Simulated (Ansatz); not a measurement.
Stepwise reaction of `B[Si](O)(O)F` with hydrogen fluoride, as a gas-phase model of exchange steps in deposition or etching. ΔE in kJ/mol.

Computed with Ansatz on PBE0-D4/def2-TZVP structures; ΔE is electronic, products minus reactants. CCSD(T)/CBS is the MP2 limit (def2-TZVPP, def2-QZVPP) plus CCSD(T) − MP2 in def2-TZVPP, frozen cores. This one scheme is used for every species. Functionals use def2-TZVPP. B3LYP here is the variant with VWN-RPA as its local correlation; programs differ in this. Each species was taken in one conformer, which may not be the lowest.

| step | reaction | PBE-D4 | B3LYP-D4 | ωB97M-V | CCSD(T)/CBS |
| --- | --- | --- | --- | --- | --- |
| 1 | `B[Si](O)(O)F` + H–F → `B[Si](O)(F)F` + H₂O | -40.3 | -43.6 | -43.4 | -43.2 |

Give the row of step 2, `B[Si](O)(F)F` + H–F → `B[Si](F)(F)F` + H₂O. (An estimate is asked.)

The calculation gave: 
| step | reaction | PBE-D4 | B3LYP-D4 | ωB97M-V | CCSD(T)/CBS |
| --- | --- | --- | --- | --- | --- |
| 2 | `B[Si](O)(F)F` + H–F → `B[Si](F)(F)F` + H₂O | -35.3 | -37.1 | -37.1 | -37.5 |

By hand: ΔE of the 2 steps together at CCSD(T)/CBS.

(-43.2) + (-37.5) = -80.7 kJ/mol, or -40.4 kJ/mol a step.

In ΔE each step is higher than the one before. All are downhill at CCSD(T)/CBS. PBE-D4 differs from CCSD(T)/CBS by 2.2 to 2.9 kJ/mol a step. Isolated molecules leave out the surface, adducts and barriers. Largest T1 diagnostic: 0.012.
